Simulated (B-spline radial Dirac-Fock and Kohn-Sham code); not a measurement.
The computed values come from an atomic code on a B-spline grid: Dirac-Fock orbitals of the configuration average with a finite nucleus.

Question: This computed X-ray form factor belongs to an atom or ion in its tabulated ground configuration. Which?

```csv
sin θ/λ (Å⁻¹),f₀
0.05,12.996
0.25,12.901
0.45,12.686
0.6,12.452
1.1,11.335
1.4,10.522
1.6,9.965
2.5,7.708
4,5.257
```

Answer: Dy⁵³⁺, with 13 electrons in [Ne] 3s2 3p1. f₀ tends to the number of electrons as s goes to zero, which the first rows give only roughly, and the rate of fall reflects the nuclear charge, 66.

Question: This computed X-ray form factor belongs to an atom or ion in its tabulated ground configuration. Which?

```csv
sin θ/λ (Å⁻¹),f₀
0.2,43.216
0.35,35.809
0.7,23.218
1.2,15.691
1.4,13.765
2,8.876
3,5.332
3.5,4.650
4,4.084
```

Answer: Cs⁶⁺, with 49 electrons in [Kr] 4d10 5s2 5p1. f₀ tends to the number of electrons as s goes to zero, which the first rows give only roughly, and the rate of fall reflects the nuclear charge, 55.
